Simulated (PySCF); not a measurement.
A GIAO shielding run with PySCF 2.14.0 with density-fitted response routines (density fitting, non-relativistic, gas phase) on SMILES C=C[SiH2]N([SiH3])[SiH2]S[SiH3], C$_{2}$H$_{13}$NSSi$_{4}$:

```
$ OMP_NUM_THREADS=1 python probes_run.py task.json out

{"job": {"kind": "nmr", "xc": "PBE0", "basis": "pcSseg-1"}, "charge": 0, "multiplicity": 1}
C     -1.436278     0.858015    -2.293659
C     -1.726423     0.814255    -1.002228
Si    -1.804464    -0.761443     0.024265
N     -0.336589    -0.919144     0.979535
Si    -0.150593     0.056849     2.410978
Si     0.994917    -1.788593     0.292787
S      1.830716    -0.807757    -1.424134
Si     2.332226     1.141015    -0.697921
H     -1.369599     1.783866    -2.846384
H     -1.246386    -0.038993    -2.860273
H     -1.903294     1.751699    -0.484334
H     -1.895494    -1.949982    -0.821674
H     -2.909586    -0.691447     0.983174
H      0.928262    -0.530487     3.202481
H      0.180931     1.442654     2.054457
H     -1.420119     0.006241     3.131869
H      2.039875    -1.906032     1.300079
H      0.538270    -3.063154    -0.235468
H      1.119931     1.940580    -0.568591
H      3.012213     1.021030     0.588062
H      3.212562     1.657771    -1.733491
```

Hardware: 1 thread of an Arm Neoverse N1, shared host. The job also computes population analyses, field gradients.

(1) How large is the calculation?

(2) How long does it take, and how much memory does it need?

## Answers

(1) 104 electrons, 236 basis functions and 1341 auxiliary functions.

(2) 99 s of wall time, with 14 SCF cycles and 5 response iterations; peak memory 1.1 GiB. Times on a shared host scatter by some tens of per cent.
